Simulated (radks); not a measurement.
Results of a calculation; reference values are marked as such.
Species: Er+. Configuration: [Xe] 4f11.5 6s1.5 (fractional occupations, a model configuration).

Level of theory: non-relativistic Kohn-Sham, PBE, spin-polarised, spherical densities, point nucleus; open shells are filled with parallel spins first (spin-orbit coupling, left out, can overturn this in heavy ions); relativity is left out, which matters for an element this heavy (a radial shooting solver on a logarithmic mesh with Libxc functionals).

Energy parts (Ry):
total: -25002.8474
kinetic: 24995.7822
electron-nucleus: -59422.5742
Hartree: 9954.8367
exchange-correlation: -530.8921

Orbitals (lengths in bohr, moments of r in powers of bohr):
1s up: occ. 1; eigenvalue (Ry) -3927.649; <r^2> 0.0006643; <1/r> 67.46; <r> 0.02229
1s down: occ. 1; eigenvalue (Ry) -3927.649; <r^2> 0.0006643; <1/r> 67.46; <r> 0.02229
2s up: occ. 1; eigenvalue (Ry) -633.8885; <r^2> 0.01049; <1/r> 15.74; <r> 0.09460
2s down: occ. 1; eigenvalue (Ry) -633.8849; <r^2> 0.01049; <1/r> 15.74; <r> 0.09460
2p up: occ. 3; eigenvalue (Ry) -605.0608; <r^2> 0.007784; <1/r> 15.77; <r> 0.08014
2p down: occ. 3; eigenvalue (Ry) -605.0587; <r^2> 0.007784; <1/r> 15.77; <r> 0.08014
3s up: occ. 1; eigenvalue (Ry) -141.6556; <r^2> 0.06699; <1/r> 5.987; <r> 0.2425
3s down: occ. 1; eigenvalue (Ry) -141.5550; <r^2> 0.06695; <1/r> 5.989; <r> 0.2424
3p up: occ. 3; eigenvalue (Ry) -128.6003; <r^2> 0.06239; <1/r> 5.931; <r> 0.2323
3p down: occ. 3; eigenvalue (Ry) -128.5090; <r^2> 0.06234; <1/r> 5.934; <r> 0.2322
3d up: occ. 5; eigenvalue (Ry) -104.2726; <r^2> 0.04925; <1/r> 5.841; <r> 0.2051
3d down: occ. 5; eigenvalue (Ry) -104.2075; <r^2> 0.04919; <1/r> 5.843; <r> 0.2050
4s up: occ. 1; eigenvalue (Ry) -27.86246; <r^2> 0.3355; <1/r> 2.560; <r> 0.5454
4s down: occ. 1; eigenvalue (Ry) -27.69397; <r^2> 0.3357; <1/r> 2.559; <r> 0.5456
4p up: occ. 3; eigenvalue (Ry) -22.62094; <r^2> 0.3521; <1/r> 2.465; <r> 0.5565
4p down: occ. 3; eigenvalue (Ry) -22.45320; <r^2> 0.3524; <1/r> 2.464; <r> 0.5567
4d up: occ. 5; eigenvalue (Ry) -13.19569; <r^2> 0.3963; <1/r> 2.258; <r> 0.5846
4d down: occ. 5; eigenvalue (Ry) -13.02935; <r^2> 0.3972; <1/r> 2.256; <r> 0.5851
5s up: occ. 1; eigenvalue (Ry) -3.96150; <r^2> 2.027; <1/r> 0.9747; <r> 1.342
5s down: occ. 1; eigenvalue (Ry) -3.89540; <r^2> 2.049; <1/r> 0.9681; <r> 1.349
5p up: occ. 3; eigenvalue (Ry) -2.56251; <r^2> 2.603; <1/r> 0.8576; <r> 1.513
5p down: occ. 3; eigenvalue (Ry) -2.50982; <r^2> 2.635; <1/r> 0.8507; <r> 1.523
4f up: occ. 7; eigenvalue (Ry) -1.43031; <r^2> 0.7439; <1/r> 1.735; <r> 0.7539
4f down: occ. 4.5; eigenvalue (Ry) -1.27954; <r^2> 0.7757; <1/r> 1.719; <r> 0.7664
6s up: occ. 1; eigenvalue (Ry) -0.69544; <r^2> 15.51; <1/r> 0.3354; <r> 3.720
6s down: occ. 0.5; eigenvalue (Ry) -0.66309; <r^2> 15.72; <1/r> 0.3342; <r> 3.741

The highest occupied level is 6s down at -9.022 eV. The electron density at the nucleus is 2.244e+05 e/bohr^3. Spin moment in Bohr magnetons: 3. Virial ratio -V/T = 2.00028.
